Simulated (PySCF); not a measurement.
C₃H₆BFO, SMILES C1COB1CF.

Coordinates come from a PBE0-D3(BJ)/def2-SVP optimisation. This is a generated structure with no PubChem entry under its InChIKey; it may be hypothetical. One conformer was computed; it need not be the lowest.

Calculation: r2SCAN/def2-TZVP (PySCF).

Symmetry labels are those of the subgroup Cs that the program uses (full group Cs).

Computed valence orbital energies around the gap with their symmetry:
| orbital | symmetry | energy (eV) |
|---|---|---|
| HOMO−7 | A" | -11.96 |
| HOMO−6 | A' | -11.26 |
| HOMO−5 | A" | -9.58 |
| HOMO−4 | A' | -8.70 |
| HOMO−3 | A" | -8.50 |
| HOMO−2 | A' | -8.03 |
| HOMO−1 | A" | -7.77 |
| HOMO | A' | -7.06 |
| LUMO | A" | -0.59 |
| LUMO+1 | A' | 0.72 |
| LUMO+2 | A' | 0.93 |
| LUMO+3 | A' | 1.82 |
